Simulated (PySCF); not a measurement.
Compound: C₇H₁₃F.
Numbering: `[CH3:1][C:2]([CH3:3])([CH3:4])[C@@H:5]1[CH2:6][C@H:7]1[F:8]` (hydrogens: H9, H10, H11 on C1; H12, H13, H14 on C3; H15, H16, H17 on C4; H18 on C5; H19, H20 on C6; H21 on C7)

Torsions of this conformer, `[CH3:1][C:2]([CH3:3])([CH3:4])[C@@H:5]1[CH2:6][C@H:7]1[F:8]`: C1–C2–C5–C6 39°.

The closed-shell ground state was solved at several levels (PySCF, density fitting, gas phase, non-relativistic). Isolated species at its PBE0-D3(BJ)/def2-SVP geometry, gas phase.

```
        level  basis functions  total energy (Eh)  HOMO (eV)  LUMO (eV)  gap (eV)  dipole (D)
PBE0/pcSseg-1              201          -373.9115      -7.85       1.33      9.18        1.83
  HF/pcSseg-1              201          -371.9855     -11.18       4.20     15.38        2.09
```

(1) Estimate the row for wB97X-D/def2-SVPD, a basis of 267 functions; the other rows only guide the guess.

(2) Over all these levels, which gives the widest orbital gap and which the narrowest?

(3) How far do the dipole and the HOMO energy spread over the levels?

Results:

(1) Total energy -374.0186 Eh, HOMO -9.83 eV, LUMO 2.26 eV, gap 12.09 eV, dipole 1.94 D.

(2) HF/pcSseg-1 (Hartree–Fock, all exact exchange) has the widest, 15.38 eV, and PBE0/pcSseg-1 (global hybrid, 25 % exact exchange) the narrowest, 9.18 eV. The two share the basis. From the narrowest to the widest the HOMO moves by -3.33 eV and the LUMO by +2.87 eV. The HOMO need not be the same orbital at Hartree–Fock and at DFT levels.

(3) The dipole runs from 1.83 to 2.09 D (mean 1.95 D) and the HOMO from -11.18 to -7.85 eV.

Note: wB97X-D ran without an empirical dispersion term, which enters the total energy and its gradient alone.
